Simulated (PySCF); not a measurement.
Isomers of C6H8N2, one GFN2-xTB conformer each. Single-point energies are computed at PBE0/pcSseg-1 (PySCF, gas phase, no added dispersion term), electronic only.

```json
{"SMILES": "N#CCCCCC#N", "GFN2-xTB relative energy (kJ/mol)": "58.2"}
{"SMILES": "N#CC[C@H]1C=NCC1", "GFN2-xTB relative energy (kJ/mol)": "0.0"}
{"SMILES": "C#C[C@H](C#N)CCN", "GFN2-xTB relative energy (kJ/mol)": "197.6"}
```

Conformers: `[N:1]#[C:2][CH2:3][CH2:4][CH2:5][CH2:6][C:7]#[N:8]` with C2–C3–C4–C5 -63°, C3–C4–C5–C6 180°, C4–C5–C6–C7 63°; `[N:1]#[C:2][CH2:3][C@H:4]1[CH:5]=[N:6][CH2:7][CH2:8]1` with C2–C3–C4–C5 -179°; `[CH:1]#[C:2][C@H:3]([C:4]#[N:5])[CH2:6][CH2:7][NH2:8]` with C2–C3–C6–C7 -172°, C3–C6–C7–N8 60°, C6–C7–N8–H 69° and -172°.

Task: What does PBE0/pcSseg-1 give for the same structures?

Result: 
```
          SMILES  PBE0/pcSseg-1 E (Eh)  PBE0/pcSseg-1 (kJ/mol)  GFN2-xTB (kJ/mol)  point group
      N#CCCCCC#N            -342.47972                     0.0               58.2           Ci
N#CC[C@H]1C=NCC1            -342.47384                    15.4                0.0           C1
C#C[C@H](C#N)CCN            -342.40755                   189.5              197.6           C1
```

GFN2-xTB puts N#CC[C@H]1C=NCC1 lowest instead; measured from each level's own lowest isomer, the values differ by up to 58.2 kJ/mol (N#CCCCCC#N: 58.2 against 0.0). As drawn, the highest has a C≡C bond and an N–H bond, which the lowest lacks.

Task: Which frontier levels, dipoles and rotational constants go with these structures?

Result: 
| SMILES | HOMO (eV, PBE0/pcSseg-1) | LUMO (eV) | dipole (D) | A, B, C (MHz) |
| --- | --- | --- | --- | --- |
| N#CCCCCC#N | -9.54 | 0.29 | 0.01 | 6256, 872.4, 795.3 |
| N#CC[C@H]1C=NCC1 | -7.76 | -0.38 | 2.02 | 5533, 1266, 1104 |
| C#C[C@H](C#N)CCN | -7.33 | 0.41 | 4.73 | 2830, 1448, 1081 |

Task: As an exercise, what shares would exp(−E/RT) give at 500 K from these electronic energies alone (no entropy, no degeneracies)?

Result: RT = 4.157 kJ/mol: N#CCCCCC#N 97.6 %, N#CC[C@H]1C=NCC1 2.4 %, C#C[C@H](C#N)CCN under 0.1 %.
